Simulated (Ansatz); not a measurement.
Compare A (`CS[BH][GeH3]`) with its isomer B (`BS[CH2][GeH3]`).

Computed with Ansatz on PBE0-D4/def2-TZVP structures; ΔE is electronic, products minus reactants. CCSD(T)/CBS adds triple-zeta CCSD(T) − MP2 to the extrapolated MP2 energy (def2 sets, frozen cores). DFT in def2-TZVPP. B3LYP here is the variant with VWN-RPA as its local correlation; programs differ in this. For Ge outer-core shells are correlated without core-valence functions, which leaves a few kJ/mol of doubt a bond. Scalar relativity is left out up to krypton. Each species was taken in one conformer, which may not be the lowest.

(1) Which is lower in electronic energy at CCSD(T)/CBS, and by how much? (Best estimate.)

(2) Give E(B) − E(A) in kJ/mol with r2SCAN-D4, ωB97M-V, CCSD/def2-TZVPP, B2PLYP, PBE-D4, B3LYP, B3LYP-D4. (Estimate.)

Largest T1 diagnostic: 0.014.

## Answers

(1) Ansatz gave: A, by 16.4 kJ/mol.

(2) The calculation gave: r2SCAN-D4 21.6, ωB97M-V 15.3, CCSD/def2-TZVPP 15.3, B2PLYP 17.3, PBE-D4 24.2, B3LYP 21.1, B3LYP-D4 17.7. None reverses the order clearly.

The D4 term adds −3.5 kJ/mol with B3LYP and −1.8 kJ/mol with PBE0; it sums over pairs of atoms, weighted by their polarisabilities, and B3LYP, whose exchange is more repulsive, gets the larger term.
